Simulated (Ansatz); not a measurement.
Program: Ansatz. Geometries: PBE0-D4/def2-TZVP. ΔE: electronic, gas phase. CBS: MP2 limit from def2 TZ/QZ plus the TZ coupled-cluster correction, frozen cores. This one scheme is used for every species, atoms too. DFT in def2-TZVPP. HSE06 is defined as in plane-wave codes. No spin–orbit coupling; open shells (•) take unrestricted orbitals. Spin–orbit coupling would lower the free atoms: a little for C, Si. Each species was taken in one conformer, which may not be the lowest.

Reaction (atomization): `CCC(=N)[SiH3]` → 3 C• + 9 H• + N• + Si•

`CCC(=N)[SiH3]`:

Cartesian coordinates in Å:
```
C 1.183 1.150 -0.420
C -0.228 0.727 -0.811
C -0.595 -0.634 -0.287
N -0.987 -1.611 -0.999
Si -0.461 -0.998 1.575
H 1.302 1.193 0.666
H 1.925 0.449 -0.808
H 1.413 2.142 -0.813
H -0.344 0.733 -1.901
H -0.945 1.454 -0.408
H -1.017 -1.353 -1.992
H -0.827 0.218 2.354
H 0.943 -1.348 1.919
H -1.362 -2.120 1.925
```

```csv
level,ΔE (eV),difference from CCSD(T)/CBS
r2SCAN-D4,53.75,-0.01
r2SCAN0-D4,53.11,-0.65
HSE06-D4,53.95,0.19
BHLYP-D4,52.59,-1.17
HSE06,53.71,-0.05
LC-ωPBE,53.53,-0.23
HF/def2-TZVPP,39.42,-14.34
MP2/def2-QZVPP,53.60,-0.16
SCS-MP2/def2-QZVPP,53.85,0.09
HF/CBS(def2),39.50,-14.26
CCSD(T)/CBS,53.76,0
```

Largest T1 diagnostic among the species: 0.012.

In def2-TZVPP, CCSD(T) changes the Hartree–Fock value by +13.02 eV (the triples alone add +0.73 eV) and MP2 by +13.40 eV; breaking electron pairs costs correlation energy, which Hartree–Fock lacks. The D4 term adds +0.48 eV with B3LYP and +0.25 eV with PBE0; it sums over pairs of atoms, weighted by their polarisabilities, and B3LYP, whose exchange is more repulsive, gets the larger term.

B3LYP here is the variant with VWN-RPA as its local correlation; programs differ in this.

For atomizations the MP2-based limit and the directly extrapolated one differ by several kJ/mol either way, and by 10 to 25 for some Ge, Se and Sn compounds, so smaller differences from it don't rank the levels.
